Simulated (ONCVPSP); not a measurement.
# u(r) = r·R(r): atom against pseudo-atom (C (Z = 6))

Columns: radius, all-electron u(r) and pseudo u(r) of the 2p shell (level -5.35 eV) of carbon in the configuration [He] 2s1.75 2p2.25; Wu-Cohen, scalar-relativistic, ONCV scheme, ONCVPSP 4.0.1.

```json
{"r (bohr)": "0.160", "all-electron": "0.1034", "pseudo": "0.0303"}
{"r (bohr)": "0.320", "all-electron": "0.2776", "pseudo": "0.1157"}
{"r (bohr)": "0.480", "all-electron": "0.4352", "pseudo": "0.2413"}
{"r (bohr)": "0.640", "all-electron": "0.5553", "pseudo": "0.3859"}
{"r (bohr)": "0.800", "all-electron": "0.6378", "pseudo": "0.5269"}
{"r (bohr)": "0.960", "all-electron": "0.6865", "pseudo": "0.6449"}
{"r (bohr)": "1.120", "all-electron": "0.7075", "pseudo": "0.7271"}
{"r (bohr)": "1.280", "all-electron": "0.7078", "pseudo": "0.7688"}
{"r (bohr)": "1.440", "all-electron": "0.6932", "pseudo": "0.7729"}
{"r (bohr)": "1.600", "all-electron": "0.6686", "pseudo": "0.7473"}
{"r (bohr)": "1.760", "all-electron": "0.6374", "pseudo": "0.7025"}
{"r (bohr)": "1.920", "all-electron": "0.6022", "pseudo": "0.6485"}
{"r (bohr)": "2.080", "all-electron": "0.5648", "pseudo": "0.5932"}
{"r (bohr)": "2.240", "all-electron": "0.5267", "pseudo": "0.5414"}
{"r (bohr)": "2.400", "all-electron": "0.4887", "pseudo": "0.4949"}
{"r (bohr)": "2.560", "all-electron": "0.4516", "pseudo": "0.4536"}
{"r (bohr)": "2.720", "all-electron": "0.4159", "pseudo": "0.4163"}
{"r (bohr)": "2.880", "all-electron": "0.3819", "pseudo": "0.3819"}
{"r (bohr)": "3.040", "all-electron": "0.3499", "pseudo": "0.3499"}
{"r (bohr)": "3.200", "all-electron": "0.3201", "pseudo": "0.3201"}
{"r (bohr)": "3.360", "all-electron": "0.2926", "pseudo": "0.2926"}
{"r (bohr)": "3.520", "all-electron": "0.2672", "pseudo": "0.2672"}
{"r (bohr)": "3.680", "all-electron": "0.2439", "pseudo": "0.2439"}
{"r (bohr)": "3.840", "all-electron": "0.2225", "pseudo": "0.2225"}
{"r (bohr)": "4.000", "all-electron": "0.2030", "pseudo": "0.2030"}
{"r (bohr)": "4.160", "all-electron": "0.1851", "pseudo": "0.1851"}
```

(1) How many radial nodes do the two functions have?

(2) At about which radius was the pseudo-wave matched?

(3) Where does each function peak?

(4) Is the pseudo-wave norm-conserving?

## Answers

(1) The all-electron 2p function has n − l − 1 = 0; the pseudo-wave has 0.

(2) 3.20 bohr. The columns agree to 0.0005 from 2.72 bohr on; several derivatives are matched, so the curves merge somewhat inside the radius.

(3) Outermost all-electron maximum near 1.28 bohr, pseudo maximum near 1.44 bohr (to the table’s step).

(4) Yes: the ONCV scheme keeps the norm inside the radius equal to the all-electron one, which fixes the energy derivative of the logarithmic derivative at the level.
